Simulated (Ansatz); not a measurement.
C2H2ClGe (`[C]#[C][GeH2][Cl]`) radical. Charge 0, multiplicity 2. Correlated methods include outer-core shells of Ge, which these sets cover unevenly. Scalar relativity is left out up to krypton.

| atom | x (Å) | y (Å) | z (Å) |
| --- | --- | --- | --- |
| C1 | -2.160 | -0.405 | 1.307 |
| C2 | -1.155 | -0.209 | 0.660 |
| Ge3 | 0.382 | 0.106 | -0.405 |
| Cl4 | 2.098 | -0.034 | 0.876 |
| H5 | 0.334 | 1.526 | -0.969 |
| H6 | 0.502 | -0.983 | -1.470 |

Question: Give the diagnostics of a CCSD(T)/def2-TZVPP run (frozen core, the Gaussian-basis code of Ansatz). (Best estimate.)

Answer: Ansatz gave: T1 = 0.0375, largest single amplitude 0.093, largest double 0.042, (T) share of the correlation energy 4.5 %, 16 CCSD cycles. ⟨S²⟩ of the UHF reference is 1.155 against 0.75 for a pure state. T1 lies under the customary mark of 0.045 for open shells.
